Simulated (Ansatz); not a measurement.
Consider the homolysis of the H–N bond: `N[SiH](N)Cl` → H• + `[NH][SiH](N)Cl`•.

Isolated molecules relaxed with PBE0-D4/def2-TZVP in Ansatz; ΔE leaves out vibrations. CBS: MP2 limit from def2 TZ/QZ plus the TZ coupled-cluster correction, frozen cores. This one scheme is used for every species, atoms too. No spin–orbit coupling; open shells (•) take unrestricted orbitals. One conformer a species, not always the lowest.

| species | CCSD(T)/CBS(def2) energy (Eh) |
| --- | --- |
| `N[SiH](N)Cl` | -861.39897 |
| H• | -0.50000 |
| `[NH][SiH](N)Cl`• | -860.70442 |

**Question.** Work out ΔE.

**Answer.** ΔE = (-0.50000) + (-860.70442) − (-861.39897) = 0.19455 Eh = +122.1 kcal/mol.

Largest T1 diagnostic among the species: 0.012.

From BLYP to BHLYP (50 % exact exchange), in def2-TZVPP and without D4, ΔE moves by +1.6 kcal/mol. At CCSD(T), def2-SVP lies −6.6 kcal/mol from the extrapolated value and def2-TZVPP −2.8 kcal/mol: correlation converges slowly with the basis, and small sets miss more of it in the bonded molecule than in its fragments.
